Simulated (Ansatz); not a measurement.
Ansatz (an electronic-structure program) input (B3LYP/6-31G* with LANL2DZ past Ar): The .json file joins the Basis Set Exchange's 6-31G* for atoms up to Ar and LANL2DZ past it.

Ansatz 0.2 input:
```yaml
crystal:
  periodic: [false, false, false]
  atoms:
    - {symbol: Hf, position_ang: [0.11165200, -0.07611600, 0.15421200]}
    - {symbol: O, position_ang: [0.89423800, 0.03190500, -1.41192300]}
    - {symbol: F, position_ang: [-1.68809500, 0.58056800, 0.02135100]}
basis:
  gaussian:
    orbitals: 6-31Gs+LANL2DZ.json
hamiltonian:
  xc: {name: B3LYP}
magnetization: {spin_polarized: true, initial_magnetization: 1}
relax: {f_tol: 0.003, max_steps: 120}
```

From the output:

```
reference -6096.66901051 eV, -224.0484536654 hartree; 15, 14 occupied and 37, 38 virtual orbitals, 566 factors
relax step   2: F+E_penalty+E_count = -6096.66878347 eV  Δ(F+E_penalty+E_count) = -2.988e-2 eV  max|allowed force component| = 8.856e-2 eV/Å  Δτ_max = 0.0316 Å  (35 SCF iters, accepted)
these checks for a lower state are left out or cut short: starts, cluster_reference, orbital_swaps, neighbouring_geometries, increment
integrals: 0.01 GiB planned
566 factors; integrals over basis functions are off by at most 3.0e-4 eV
mean field: 0.20 GiB planned
mean field evaluation 32: about -6096.6692 eV, gradient 2.8e-3 eV
mean field -6096.66919881 eV, -224.0484605855 hartree, gradient 2.1e-5 eV, S^2 0.751586; 0 other end points of the search recorded, 0 dependent functions left out
the calculation of the forces begins
reference -6096.66942580 eV, -224.0484689273 hartree; 15, 14 occupied and 37, 38 virtual orbitals, 566 factors
relax step   3: F+E_penalty+E_count = -6096.66919881 eV  Δ(F+E_penalty+E_count) = -4.153e-4 eV  max|allowed force component| = 5.793e-3 eV/Å  Δτ_max = 0.0080 Å  (29 SCF iters, accepted)
these checks for a lower state are left out or cut short: starts, cluster_reference, orbital_swaps, neighbouring_geometries, increment
integrals: 0.01 GiB planned
566 factors; integrals over basis functions are off by at most 3.0e-4 eV
mean field: 0.20 GiB planned
mean field -6096.66920055 eV, -224.0484606495 hartree, gradient 2.0e-5 eV, S^2 0.751586; 0 other end points of the search recorded, 0 dependent functions left out
the calculation of the forces begins
reference -6096.66942755 eV, -224.0484689914 hartree; 15, 14 occupied and 37, 38 virtual orbitals, 566 factors
relax step   4: F+E_penalty+E_count = -6096.66920055 eV  Δ(F+E_penalty+E_count) = -1.744e-6 eV  max|allowed force component| = 1.163e-3 eV/Å  Δτ_max = 0.0005 Å  (24 SCF iters, accepted)
integrals: 0.01 GiB planned
566 factors; integrals over basis functions are off by at most 3.0e-4 eV
mean field: 0.20 GiB planned
mean field -6096.66920055 eV, -224.0484606495 hartree, gradient 2.0e-5 eV, S^2 0.751586; 1 other end points of the search recorded, 0 dependent functions left out
the calculation of the forces begins
reference -6096.66942755 eV, -224.0484689914 hartree; 15, 14 occupied and 37, 38 virtual orbitals, 566 factors
Total energy: -6096.66942755 eV, -224.0484689914 hartree
Atom 0 at     0.102763    -0.074058     0.158448 Å, force    -0.000881     0.000038     0.001105 eV/Å
Atom 1 at     0.868767     0.038182    -1.401355 Å, force     0.000606     0.000072    -0.001163 eV/Å
Atom 2 at    -1.653734     0.572233     0.006546 Å, force     0.000275    -0.000110     0.000058 eV/Å
Dipole moment:     0.127041    -0.250165     0.850328 e Å
```

The geometry given is a B3LYP-D3(BJ)/def2-TZVP minimum.
